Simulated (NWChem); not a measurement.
Basis-set convergence for HGa

```xyz
2

Ga     0.0000     0.0000     0.0526
H      0.0000     0.0000    -1.6299
```
Charge 0, spin multiplicity 1.

All runs are NWChem calculations. All single points use one geometry, from PBE0/def2-SVP, a minimum by its harmonic frequencies.

Quantity: vertical ionisation energy at the level ΔPBE0 (Δ: difference of total energies, the cation a doublet at the parent's geometry with its hole in an orbital of symmetry a1 (C2v labels); it is the state that the SCF runs reached, from PBE0 orbitals for Hartree-Fock references, and need not be the lowest).

The Hamiltonian is non-relativistic. The Pople sets run with spherical d functions. The structure started from a generated list of species. The stability of the SCF solutions was not checked.

Relative cost: rough, from shared machines, SCF included, 6-31G* = 1.

```
basis        functions  vertical ionisation energy (eV)  relative cost
-----------  ---------  -------------------------------  -------------
6-31G*              34                             8.40              1
aug-cc-pVDZ         45                             8.34              5
def2-SVPD           46                             8.35        under 3
6-311G**            50                             8.35        under 3
def2-TZVP           54                             8.34        under 3
pcseg-2             57                             8.34        under 3
cc-pVTZ             57                             8.35             10
def2-TZVPP          62                             8.34        under 3
aug-cc-pVTZ         82                             8.35             10
cc-pVQZ             98                             8.33             20
```

Smallest basis within 0.05 eV of cc-pVQZ, the largest set run: aug-cc-pVDZ, with 45 functions against 98 and about 20 % of the time (also within reach: def2-SVPD, 6-311G**, def2-TZVP, pcseg-2, cc-pVTZ, def2-TZVPP, aug-cc-pVTZ). cc-pVQZ isn't the basis-set limit itself, and a small set can land close by cancellation.
